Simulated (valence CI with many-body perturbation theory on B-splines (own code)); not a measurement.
Level structure of Ni XXIV

Method: configuration interaction combined with many-body perturbation theory (CI+MBPT): three valence electrons over a frozen Dirac-Fock core [He], a basis of 11 s, 11 p, 10 d, 8 f, 5 g, 2 h functions for each j, with the one-electron correlation potential Σ1, the two-electron term Σ2, the three-electron term Σ3, Breit, model QED; selected CI, second order for the rest, scaled by the run's own slope (own B-spline code, finite nucleus).

No measured spectrum was set against this ion. As an estimate, levels of excited configurations hold to 0.05 to 0.15 % of their energy, terms of the ground configuration to about 0.5 %.

Levels 181 to 206 of 206, with energies above the lowest level, 2s²2p ²P°_1/2. "Leading %" is the weight of the configuration and term that name the level; weights of strongly mixed levels are sums over their largest components and can fall short. Lifetimes count E1, E2, E3, M1 and M2 decay at the calculated energies, and are blank where another channel may lead or the interval is too uncertain; long ones can be off by a factor of two.

```tsv
No.	Configuration	Term	J	E (eV)	Leading %	Lifetime	g
181	2s2p4f	⁴D	3/2	1708.5	67	208 fs	0.967
182	2s2p4f	²G	9/2	1708.8	85	221 fs	1.127
183	2s2p4f	⁴D	5/2	1708.9	35	211 fs	1.144
184	2s2p4f	⁴D	1/2	1708.9	100	208 fs	0.002
185	2s2p4f	²D	3/2	1709.7	78	214 fs	0.863
186	2s2p4s	²P°	1/2	1719.7	97	462 fs	0.685
187	2s2p4s	²P°	3/2	1720.0	96	505 fs	1.343
188	2s2p4p	²D	3/2	1729.7	81	387 fs	0.890
189	2s2p4p	²P	1/2	1729.8	81	302 fs	0.893
190	2s2p4p	²D	5/2	1731.4	96	345 fs	1.206
191	2s2p4p	²P	3/2	1732.2	81	352 fs	1.254
192	2s2p4p	²S	1/2	1733.0	80	444 fs	1.798
193	2s2p4d	²D°	3/2	1739.8	96	78.3 fs	0.806
194	2s2p4d	²F°	5/2	1739.9	91	106 fs	0.882
195	2s2p4d	²F°	7/2	1739.9	96	155 fs	1.147
196	2s2p4d	²D°	5/2	1740.7	90	76.1 fs	1.179
197	2s2p4d	²P°	1/2	1741.5	96	96.6 fs	0.656
198	2s2p4d	²P°	3/2	1742.2	96	97.3 fs	1.329
199	2s2p4f	²F	5/2	1744.2	96	208 fs	0.858
200	2s2p4f	²F	7/2	1744.5	96	209 fs	1.143
201	2s2p4f	²G	7/2	1745.2	97	213 fs	0.893
202	2s2p4f	²G	9/2	1745.5	96	213 fs	1.114
203	2s2p4f	²D	3/2	1746.1	97	208 fs	0.793
204	2s2p4f	²D	5/2	1746.4	96	209 fs	1.196
205	2p²4s	⁴P	1/2	1746.6	68	529 fs	2.144
206	2p²4p	⁴D°	1/2	1754.7	54	236 fs	0.666
```

Names give the largest LS component (configuration and term), which can be under half, so a name can repeat, a term be missing and a line seem to break the LS rules; names also repeat where a configuration has a term twice.
